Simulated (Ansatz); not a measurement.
Basis-set series for CH₆BNSi (`BN1C[SiH2]1`). The species carries charge 0 and has multiplicity 1. The geometry is a stationary point of PBE0-D4/def2-TZVP.

```json
{"functional": "PBE0-D4", "basis": "def2-TZVPP", "functions": "219", "energy (Eh)": "-410.58087", "HOMO (eV)": "-8.04", "LUMO (eV)": "-0.42"}
{"functional": "PBE0-D4", "basis": "def2-QZVPP", "functions": "421", "energy (Eh)": "-410.59813", "HOMO (eV)": "-8.05", "LUMO (eV)": "-0.53"}
{"functional": "ωB97M-V", "basis": "def2-TZVPP", "functions": "219", "energy (Eh)": "-410.76827", "HOMO (eV)": "-10.33", "LUMO (eV)": "1.29"}
{"functional": "ωB97M-V", "basis": "def2-QZVPP", "functions": "421", "energy (Eh)": "-410.78425", "HOMO (eV)": "-10.34", "LUMO (eV)": "1.00"}
```

Give the rows for def2-SVP. (An estimate is asked.)

The calculation gave: 
```csv
functional,basis,functions,energy (Eh),HOMO (eV),LUMO (eV)
PBE0-D4,def2-SVP,90,-410.34217,-8.00,-0.06
ωB97M-V,def2-SVP,90,-410.52209,-10.27,1.91
```

Positive LUMOs are unbound and depend on the basis.

All numbers were calculated with Ansatz.
